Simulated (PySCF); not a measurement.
Compound: C2H11FSSi3.
Z-matrix (Å and degrees, GFN2-xTB geometry), rows numbered from 1:
```
C 
S   1  1.8190
C   2  1.8273  1  102.29
F   3  1.4098  2  107.45  1    59.75
Si  3  1.9225  2  112.03  1   -58.05
Si  3  1.9380  2  105.63  1   172.18
Si  6  2.3131  3  108.96  2   -58.48
H   1  1.0858  2  108.79  3   -46.90
H   1  1.0856  2  106.13  3  -165.31
H   1  1.0865  2  110.28  3    75.13
H   5  1.4628  3  108.51  2    77.20
H   5  1.4598  3  106.48  2   -43.43
H   5  1.4596  3  107.30  2  -164.06
H   6  1.4709  3  102.63  2   178.49
H   6  1.4668  3  104.19  2    67.63
H   7  1.4676  6  109.78  3  -157.81
H   7  1.4646  6  112.03  3    83.23
H   7  1.4643  6  112.90  3   -38.39
```

The calculation used B3LYP/def2-SVPD in PySCF (dipole) on a GFN2-xTB geometry, gas phase.

Take the most abundant isotopes and a rigid rotor. The values belong to one conformer with, in the numbering `[CH3:1][S:2][C@:3]([F:4])([SiH3:5])[SiH2:6][SiH3:7]`, C1–S2–C3–F4 60°, S2–C3–Si6–Si7 -58°.

**Question.** Give the principal moments of inertia and the rotational constants in cm⁻¹.

**Answer.** Ia = 306.83, Ib = 617.11, Ic = 771.21 u·Å²; 505379 MHz·u·Å²/I gives 1647, 818.9 and 655.3 MHz, that is A = 0.05494, B = 0.02732, C = 0.02186 cm⁻¹.

**Question.** Classify the top.

**Answer.** An asymmetric top. Ray's parameter κ = (2B − A − C)/(A − C) = -0.670; −1 is the prolate and +1 the oblate limit.

**Question.** What does the inertial defect say?

**Answer.** Not planar: Δ = Ic − Ia − Ib = -152.73 u·Å². For a rigid frame Δ = −2 Σ m c², so Σ m c² = 76.37 u·Å² lies off the ab plane: 11.31 from hydrogen and 65.05 from heavier atoms. The atom farthest from that plane is 1.92 Å away.

**Question.** List the rotational levels J(Ka,Kc) to J = 3 (cm⁻¹).

**Answer.** Above 0(0,0):
J = 1: 1(0,1) 0.0492, 1(1,1) 0.0768, 1(1,0) 0.0823
J = 2: 2(0,2) 0.1468, 2(1,2) 0.1697, 2(1,1) 0.1861, 2(2,1) 0.2689, 2(2,0) 0.2697
J = 3: 3(0,3) 0.2915, 3(1,3) 0.3086, 3(1,2) 0.3413, 3(2,2) 0.4165, 3(2,1) 0.4200, 3(3,1) 0.5687, 3(3,0) 0.5687
Those of J = 1 are B + C, A + C and A + B.

**Question.** Which lines would a microwave search look for?

**Answer.** The dipole components are |μa| = 1.06 D, |μb| = 0.10 D, |μc| = 0.41 D. Intensities carry the squares of the components, which stand as 1.00 : 0.01 : 0.15 (a : b : c). Some lines, for components of 0.1 D or more:

```tsv
type	branch	J(Ka,Kc)	MHz	lower level (cm⁻¹)
a	Q	2(1,1) ← 2(1,2)	491	0.170
c	Q	2(1,2) ← 2(0,2)	686	0.147
c	Q	1(1,1) ← 1(0,1)	828	0.049
b	Q	1(1,0) ← 1(0,1)	992	0.049
b	Q	2(1,1) ← 2(0,2)	1177	0.147
a	R	1(0,1) ← 0(0,0)	1474	0.000
b	R	2(0,2) ← 1(1,1)	2098	0.077
b	R	1(1,1) ← 0(0,0)	2302	0.000
c	Q	2(2,1) ← 2(1,1)	2484	0.186
b	Q	2(2,0) ← 2(1,1)	2506	0.186
a	R	2(1,2) ← 1(1,1)	2785	0.077
a	R	2(0,2) ← 1(0,1)	2927	0.049
b	Q	2(2,1) ← 2(1,2)	2975	0.170
a	R	2(1,1) ← 1(1,0)	3112	0.082
b	R	2(1,2) ← 1(0,1)	3613	0.049
c	R	2(1,1) ← 1(0,1)	4104	0.049
b	R	2(2,1) ← 1(1,0)	5597	0.082
c	R	2(2,0) ← 1(1,0)	5619	0.082
c	R	2(2,1) ← 1(1,1)	5760	0.077
b	R	2(2,0) ← 1(1,1)	5782	0.077
```

No frequency check. These are rigid-rotor constants of the computed structure; measured ground-state constants (B0) also hold zero-point vibration. A rigid rotor knows nothing of internal rotation, which can split or shift real lines.

Hardware: Intel Xeon, one thread, shared host. Cost: 54 s of wall time, 1.0 GiB resident at most. This is the B3LYP/def2-SVPD job that gave the dipole, with the excitations it also computed.
